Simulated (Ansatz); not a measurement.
`CO[SiH](C)[SeH]`, charge 0, multiplicity 1.

Q: Give a relaxed structure at PBE0-D4/def2-TZVP (Ansatz). (Best estimate.)

A: Ansatz gave: 
Z-matrix (Å, degrees):
```
C
O 1 1.408
H 1 1.097 2 111.5
H 1 1.095 2 111.1 3 -121.4
H 1 1.091 2 108.2 3 119.2
Si 2 1.639 1 123.8 3 59.4
Se 6 2.291 2 112.3 1 57.5
C 6 1.851 2 106.7 1 176.5
H 6 1.488 2 109.6 1 -60.1
H 7 1.467 6 92.9 2 -90.1
H 8 1.092 6 110.6 2 174.5
H 8 1.093 6 110.0 2 54.2
H 8 1.092 6 110.7 2 -65.2
```
This is one stationary point; other conformers may exist.
